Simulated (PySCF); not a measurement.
Working out the ionisation energy of Xe

Xe [Xe] (1S) → Xe+ [Kr] 4d10 5s2 5p5 (2P). Calculation: PySCF 2.14, in def2-TZVPPD with the def2 core potential (28 electrons); a scalar-relativistic core potential. Frozen: nothing. Energies in hartree (1 hartree = 27.21139 eV):

```
             part   Xe (lower)  Xe+ (upper)
              UHF  -328.298441  -327.877199
MP2 opposite-spin    -0.395649    -0.374187
    MP2 same-spin    -0.222000    -0.209421
```

Problem. What does Hartree-Fock give?

Solution. (-327.877199) − (-328.298441) = 0.421242 hartree = 11.463 eV.

Problem. What do MP2 and SCS-MP2 (6/5 opposite-spin, 1/3 same-spin) give?

Solution. The opposite-spin parts differ by 0.584 eV and the same-spin parts by 0.342 eV. MP2: 11.463 + (0.584) + (0.342) = 12.389 eV. SCS-MP2: 11.463 + 1.2 × (0.584) + (0.342)/3 = 12.278 eV.

Measured between the centres of the two terms (NIST): 12.565 eV, so MP2 (valence and next inner shell) is off by -0.176 eV.

What remains against the reference includes basis incompleteness and correlation beyond second order.
